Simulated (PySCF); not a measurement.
C₄H₇FSi, SMILES C[SiH2]C(=C=C)F. Geometry optimised at PBE-D3(BJ)/def2-SVP. This is a generated structure with no PubChem entry under its InChIKey; it may be hypothetical. One conformer was computed; it need not be the lowest.

Computed equilibrium geometry at PBE-D3(BJ)/def2-SVP (PySCF confirms it by a frequency run) as Cartesian coordinates in Å (one conformer of several):
```xyz
13

C      2.8958     0.2611     0.5217
C      1.7010     0.0550     0.0061
C      0.4704    -0.1601    -0.4276
F      0.1873    -0.1895    -1.7705
Si    -1.0462    -0.4362     0.6740
C     -2.3676     0.8383     0.2422
H      3.2577     1.2783     0.7572
H      3.5871    -0.5751     0.7316
H     -0.5950    -0.3327     2.1038
H     -1.5700    -1.8247     0.4155
H     -2.0250     1.8624     0.4914
H     -2.5807     0.7998    -0.8451
H     -3.3105     0.6391     0.7900
```
Charge 0, spin multiplicity 1.
